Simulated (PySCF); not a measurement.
# Worked example: oscillator strength and radiative lifetime

Si(H)(F)2(Me) (CH4F2Si), SMILES C[SiH](F)F.

Geometry optimised at PBE-D3(BJ)/def2-SVP.

PySCF with TDA-ωB97X/def2-SVPD puts the first singlet state with f over 0.02 at 9.30 eV (vertical), with the transition dipole (-0.495, -0.198, 0.000) in atomic units.

Question: Find the oscillator strength, the wavelength and the radiative lifetime that this transition would have in vacuum if emission retraced absorption.

Answer: 
|μ|² = 0.2842 au, so |μ| = 1.36 D. ΔE = 9.30/27.211 = 0.3418 hartree. f = (2/3) ΔE |μ|² = 0.065 (the program prints 0.065).
λ = 1239.84/9.30 = 133 nm; ν = 75010 cm⁻¹.
Einstein's coefficient A = 0.6670 ν² f s⁻¹ (ν in cm⁻¹) = 2.4e8 s⁻¹, so τ = 1/A = 4.1 ns. This state is S2; the lower singlet has f = 0.008. The figure is the radiative limit of this one transition; relaxation, internal conversion, crossing to triplets and a medium change what is measured.
